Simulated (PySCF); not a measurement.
**RhSF₂, doublet: data card**

These are results of PySCF, UPBE0, basis Rh def2-SVP with ECP28, S def2-SVP, F def2-SVP (scalar-relativistic core potentials, no spin–orbit coupling, density fitting), not measurements.

The structure is a minimum.

```xyz
4
charge 0 multiplicity 2, angstrom
Rh   -0.2085    0.0000    0.0000
S     1.8093    0.0000    0.0000
F    -0.9571    1.6752    0.0000
F    -0.9571   -1.6752    0.0000
```

```json
{"Point group": "C2v", "Bond lengths": "Rh–F 1.835 Å (×2), Rh–S 2.018 Å", "Bond angles": "F–Rh–F 131.8°, F–Rh–S 114.1° (×2)", "Rotational constants": "0.1581, 0.1171, 0.06728 cm⁻¹", "Enthalpy at 298.15 K above 0 K": "16.17 kJ/mol", "Atomisation energy without zero-point energy": "988 kJ/mol", "Lowest empty level (α)": "-5.02 eV", "Heat capacity Cp at 298.15 K": "69.5 J/(mol K)", "Principal quadrupole moments (Buckingham, traceless) about the centre of mass": "-7.19, 1.52, 5.67 D Å", "Principal polarisabilities": "29.6, 41.1, 65.7 bohr³", "Dipole moment": "1.91 D", "Zero-point energy": "13.9 kJ/mol", "Highest occupied level (β)": "-8.20 eV", "Rotational symmetry number": "2", "Entropy at 298.15 K and 1 bar (electronic part: spin only)": "323.7 J/(mol K)", "Spin squared ⟨S²⟩": "0.762"}
```

Harmonic modes (masses in u: Rh 102.906, S 31.972, F 18.998):
```csv
symmetry,ω (cm⁻¹),IR (km/mol),μ (u),type
b1,132,6.2,28.80,bend
b2,147,0.3,26.74,bend
a1,169,3.9,21.55,bend
a1,557,12.0,36.68,stretch
a1,640,70.3,20.22,stretch
b2,674,117,23.37,stretch
```

In C2v the vibrations span b1 + 2b2 + 3a1. Here b1 is antisymmetric to the molecular plane and b2 lies in it.

Charges (e):
```json
{"atom": "Rh1", "Mulliken": "0.57", "Löwdin": "-0.23", "polar tensor": "1.21", "spin (Mulliken)": "0.39", "Mayer order to Rh1": "–"}
{"atom": "S2", "Mulliken": "0.10", "Löwdin": "0.50", "polar tensor": "-0.15", "spin (Mulliken)": "0.63", "Mayer order to Rh1": "2.18"}
{"atom": "F3,4", "Mulliken": "-0.33", "Löwdin": "-0.13", "polar tensor": "-0.53", "spin (Mulliken)": "-0.01", "Mayer order to Rh1": "0.90"}
```

Mulliken populations on Rh1 (electrons outside its core potential): s 2.47, p 6.39, d 7.55, f 0.01.

Formally Rh is in oxidation state +4, d5, with 1 unpaired electron (the high-spin count would be 5). The Mulliken spin on Rh is 0.39, so most of the spin sits on the ligands and the formal count fails. The polar-tensor charge on Rh, 1.21, is far below the formal one.

Other isomers or separated fragments may lie lower. Other spin states or occupations of the open shell can lie lower.

The final relaxation and frequency run took 55 s on 2 threads of a shared Arm Neoverse V1 host, with 77 basis functions and 13 gradients; the process peaked at 0.98 GiB.
